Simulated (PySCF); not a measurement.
Kr: ionisation energy

Kr [Kr] (1S) → Kr⁺ [Ar] 3d10 4s2 4p5 (2P), as a difference of total energies. Computed with PySCF 2.14 in x2c-TZVPall, with the spin-free X2C one-electron Hamiltonian (Gaussian nucleus). Correlated levels: valence: [Ar] 3d10 frozen. The calculations carry no spin-orbit coupling.

```
           method  ionisation energy (eV)  error (eV)
              UHF                  13.057      -1.165
            B3LYP                  14.145      -0.077
              PBE                  14.031      -0.191
    MP2 (valence)                  14.000      -0.222
SCS-MP2 (valence)                  13.915      -0.307
   CCSD (valence)                  13.881      -0.341
CCSD(T) (valence)                  13.921      -0.301
```

Reference: 14.222 eV (measured; NIST levels, between the centres of gravity of the two terms).

Errors of the correlated levels include the incompleteness of this basis and the frozen core.
